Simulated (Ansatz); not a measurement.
Reaction (ligand exchange at a B–S bond): `OB(O)S` + `C[SeH]` → `C[Se]B(O)O` + H₂S

Calculated with Ansatz (gas phase, PBE0-D4/def2-TZVP geometries, no zero-point term in ΔE). CCSD(T)/CBS adds triple-zeta CCSD(T) − MP2 to the extrapolated MP2 energy (def2 sets, frozen cores). This one scheme is used for every species. DFT in def2-TZVPP. B3LYP here is the variant with VWN-RPA as its local correlation; programs differ in this. For Se outer-core shells are correlated without core-valence functions, which leaves a few kJ/mol of doubt a bond. Scalar relativity is left out up to krypton. Each species was taken in one conformer, which may not be the lowest.

| level | ΔE (kJ/mol) | difference from CCSD(T)/CBS |
| --- | --- | --- |
| r2SCAN-D4 | -0.6 | 3.8 |
| PBE0-D4 | -0.2 | 4.2 |
| B3LYP-D4 | -0.3 | 4.1 |
| ωB97X-V | -0.1 | 4.3 |
| ωB97M-V | -0.2 | 4.2 |
| B2PLYP | 0.5 | 4.9 |
| r2SCAN | 0.2 | 4.6 |
| HF/def2-TZVPP | 4.9 | 9.3 |
| MP2/def2-TZVPP | -5.8 | -1.4 |
| SCS-MP2/def2-TZVPP | -3.4 | 1.0 |
| CCSD/def2-TZVPP | -2.6 | 1.8 |
| HF/def2-QZVPP | 5.2 | 9.6 |
| SCS-MP2/def2-QZVPP | -3.6 | 0.8 |
| HF/CBS(def2) | 5.2 | 9.6 |
| MP2/CBS(def2) | -6.6 | -2.2 |
| CCSD/CBS(def2) | -3.4 | 1.0 |
| CCSD(T)/CBS | -4.4 | 0 |

Largest T1 diagnostic among the species: 0.012.

The D4 term adds −4.0 kJ/mol with B3LYP and −2.3 kJ/mol with PBE0; it sums over pairs of atoms, weighted by their polarisabilities, and B3LYP, whose exchange is more repulsive, gets the larger term. In def2-TZVPP, CCSD(T) changes the Hartree–Fock value by −8.4 kJ/mol (the triples alone add −1.0 kJ/mol) and MP2 by −10.7 kJ/mol.
